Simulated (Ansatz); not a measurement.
Stepwise reaction of `[OH][SnH2][Cl]` with water, as a gas-phase model of exchange steps in deposition or etching. ΔE in kJ/mol; ΔG adds harmonic PBE0-D4 terms to CCSD(T)/CBS, at 1 bar.

Calculated with Ansatz (gas phase, PBE0-D4/def2-TZVP geometries, no zero-point term in ΔE). CBS: MP2 limit from def2 TZ/QZ plus the TZ coupled-cluster correction, frozen cores. This one scheme is used for every species. Functionals use def2-TZVPP. B3LYP here is the variant with VWN-RPA as its local correlation; programs differ in this. def2 core potentials past Kr. For Sn outer-core shells are correlated without core-valence functions, which leaves a few kJ/mol of doubt a bond. Each species was taken in one conformer, which may not be the lowest.

```
step                                                       reaction  PBE-D4  B3LYP-D4  ωB97M-V  CCSD(T)/CBS  ΔG(400 K)
   1            `[OH][SnH2][Cl]` + H₂O → `[OH][SnH]([OH])[Cl]` + H₂   -11.0     -10.4     -8.1        -12.0      -12.8
   2  `[OH][SnH]([OH])[Cl]` + H₂O → `[OH][Sn]([OH])([OH])[Cl]` + H₂     0.6       0.7      3.2         -0.8       -2.4
```

Question: By hand: ΔE of the 2 steps together at CCSD(T)/CBS.

Answer: (-12.0) + (-0.8) = -12.8 kJ/mol, or -6.4 kJ/mol a step.

In ΔE each step is higher than the one before. ΔG lies between -12.8 and -2.4 kJ/mol a step. PBE-D4 differs from CCSD(T)/CBS by 1.0 to 1.4 kJ/mol a step. Isolated molecules leave out the surface, adducts and barriers. Largest T1 diagnostic: 0.014.
